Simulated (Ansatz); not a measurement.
Compare A (`C[SiH](F)[SnH3]`) with its isomer B (`[CH3][SnH2][SiH2]F`).

Calculated with Ansatz (gas phase, PBE0-D4/def2-TZVP geometries, no zero-point term in ΔE). CBS: MP2 limit from def2 TZ/QZ plus the TZ coupled-cluster correction, frozen cores. Functionals use def2-TZVPP. B3LYP here is the variant with VWN-RPA as its local correlation; programs differ in this. Elements past krypton have def2 core potentials. For Sn outer-core shells are correlated without core-valence functions, which leaves a few kJ/mol of doubt a bond. One conformer a species, not always the lowest.

Which is lower in electronic energy at CCSD(T)/CBS, and by how much? (An estimate is asked.)

Computed: A, by 21.9 kJ/mol.

Give E(B) − E(A) in kJ/mol with MP2/def2-TZVPP, B2PLYP, CCSD(T)/def2-TZVPP, B3LYP-D4, r2SCAN-D4, HF/def2-TZVPP, B3LYP. (An estimate is asked.)

The calculation gave: MP2/def2-TZVPP 21.6, B2PLYP 24.7, CCSD(T)/def2-TZVPP 23.9, B3LYP-D4 27.4, r2SCAN-D4 30.9, HF/def2-TZVPP 26.1, B3LYP 25.9. None reverses the order clearly.

Largest T1 diagnostic: 0.013.
